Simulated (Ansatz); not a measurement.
## One elementary step

Start structure (Si2H7Cl3O, closed shell), relaxed at PBE0-D4/def2-TZVP:

| atom | x (Å) | y (Å) | z (Å) |
| --- | --- | --- | --- |
| Si1 | -1.4904 | -0.3106 | -0.7425 |
| Si2 | 0.5214 | 0.6451 | -1.4455 |
| Cl3 | -1.9815 | -1.7702 | -2.1129 |
| Cl4 | -2.9659 | 1.1122 | -0.7390 |
| H5 | -1.5021 | -0.9680 | 0.5815 |
| H6 | 0.3237 | 0.5235 | 2.1416 |
| Cl7 | -0.4749 | 1.4713 | 2.5372 |
| H8 | 1.1421 | -1.7006 | 1.7546 |
| O9 | 1.3316 | -0.8182 | 1.4240 |
| H10 | 1.0254 | 1.6366 | -0.4632 |
| H11 | 0.2532 | 1.3202 | -2.7426 |
| H12 | 1.5310 | -0.4252 | -1.6555 |
| H13 | 2.2865 | -0.7159 | 1.4622 |

The step: Si₂H₄Cl₂ ([SiH3][SiH]([Cl])[Cl]) + HCl + H₂O → SiHCl₃ ([Cl][SiH]([Cl])[Cl]) + SiH₄ + H₂O; bonds formed: Si1–Cl7, Si2–H8, H6–O9; bonds broken: Si1–Si2, H6–Cl7, H8–O9. Computed with Ansatz 0.2.0 (basis: def2-TZVPP and def2-QZVPP); correlated methods freeze the cores. Extrapolation: Hartree–Fock as exp(−7.88 √X), correlation as X^−2.97. Energies below are by CCSD(T) at an estimated basis limit (MP2 extrapolated from triple and quadruple zeta, plus CCSD(T) − MP2 in triple zeta).

**Question.** What are the electronic barrier and the energy of the step, from the start structure to the end structure? (To be estimated.)

**Answer.** The calculation gives: Barrier 191.0 kJ/mol; step energy -83.1 kJ/mol (downhill); reverse barrier, their difference, 274.1 kJ/mol. Barrier and step energy count from the start structure, the reverse barrier from the end structure.

The saddle point: One imaginary mode of 1054i cm⁻¹.
| pair | start (Å) | saddle (Å) | end (Å) |
| --- | --- | --- | --- |
| Si1–Cl7 | 3.87 | 2.35 | 2.04 |
| Si2–H8 | 4.02 | 1.85 | 1.49 |
| H6–O9 | 1.83 | 1.01 | 0.96 |
| Si1–Si2 | 2.34 | 2.51 | 4.80 |
| H6–Cl7 | 1.30 | 1.97 | 3.07 |
| H8–O9 | 0.96 | 1.27 | 3.01 |

Zero-point energy (harmonic, PBE0-D4): ZPE is 183.4 kJ/mol at the start and 183.3 kJ/mol at the saddle, so the barrier goes from 191.0 to 190.9 kJ/mol.

The T1 diagnostic stays at or below 0.012.

Labels in which every atom is bracketed show which atoms are joined, not bond orders.

For scale, one of the runs: CCSD(T)/def2-TZVPP, 339 basis functions, launched by `ansatz run in.yaml --threads 4 --pin off --events-out ev --progress --plain --max-ram 66560MiB --backend cuda --devices 0, --max-vram 37GiB`. The run took 15 s on 4 CPU threads of an AMD EPYC 7R13 and a share of one NVIDIA H100 (shared host), with 0.87 GiB of host memory at its peak.
